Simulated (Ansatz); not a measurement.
One change: `FC[CH](F)[GeH3]` becomes `CCC(F)CF`.

Ansatz, PBE0-D4/def2-TZVP geometries, multiplicity 1. Each molecule was computed in one conformer, which needn't be the lowest.

Scalar relativity is left out up to krypton.

```json
{"property": "HOMO–LUMO gap (PBE/def2-TZVPP) / eV", "`FC[CH](F)[GeH3]`": "6.91"}
{"property": "size of the dipole moment (ωB97M-V/def2-TZVPP) / D", "`FC[CH](F)[GeH3]`": "2.48"}
{"property": "HOMO energy (PBE0/def2-TZVPP) / eV", "`FC[CH](F)[GeH3]`": "-8.64"}
{"property": "size of the dipole moment (PBE/def2-TZVPP) / D", "`FC[CH](F)[GeH3]`": "2.21"}
{"property": "size of the dipole moment (B3LYP/def2-TZVPP) / D", "`FC[CH](F)[GeH3]`": "2.45"}
{"property": "LUMO energy (ωB97M-V/def2-TZVPP) / eV", "`FC[CH](F)[GeH3]`": "2.16"}
```

Problem. Give the same properties after the change, and the shifts. (Estimate.)

Solution. Ansatz gave: 
```
                                          property  `CCC(F)CF`  shift
               HOMO–LUMO gap (PBE/def2-TZVPP) / eV        7.82   0.91
size of the dipole moment (ωB97M-V/def2-TZVPP) / D        2.88   0.40
                HOMO energy (PBE0/def2-TZVPP) / eV       -9.18  -0.54
    size of the dipole moment (PBE/def2-TZVPP) / D        2.71   0.50
  size of the dipole moment (B3LYP/def2-TZVPP) / D        2.90   0.45
             LUMO energy (ωB97M-V/def2-TZVPP) / eV        2.55   0.39
```

With PBE0 the HOMO falls by 0.54 eV and the LUMO rises by 0.60 eV, so the gap widens by about 1.14 eV. PBE moves the HOMO by -0.32 eV and ωB97M-V by -0.68 eV. Dipoles are sizes alone; their direction can turn.

B3LYP here is the variant with VWN-RPA as its local correlation; programs differ in this.
